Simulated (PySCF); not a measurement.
CH₃Li.

```xyz
5

Li     0.0000     0.0000    -1.5818
C      0.0000     0.0000     0.3870
H      0.8782     0.5071     0.8078
H      0.0000    -1.0141     0.8078
H     -0.8782     0.5071     0.8078
```
Charge 0, spin multiplicity 1.

Coordinates come from a B3LYP-D3(BJ)/def2-TZVPD optimisation. The isomer is the one that the SMILES or the coordinates give; other isomers of the formula were not compared.

All values below come from PBE/pcSseg-2 run with PySCF. Non-relativistic, no solvent.

Give the absolute GIAO shielding of each atom: isotropic value and principal components (ppm). (An estimate is asked for; the answer gives what the named calculation found.)


| atom | σ(iso) | σ11 | σ22 | σ33 | span |
|---|---|---|---|---|---|
| Li1 | 86.1 | 76.7 | 76.7 | 104.7 | 28.0 |
| C2 | 209.1 | 195.6 | 215.8 | 215.8 | 20.2 |
| H3 | 32.9 | 29.4 | 29.5 | 39.8 | 10.5 |
| H4 | 32.9 | 29.4 | 29.5 | 39.8 | 10.5 |
| H5 | 32.9 | 29.4 | 29.5 | 39.8 | 10.5 |
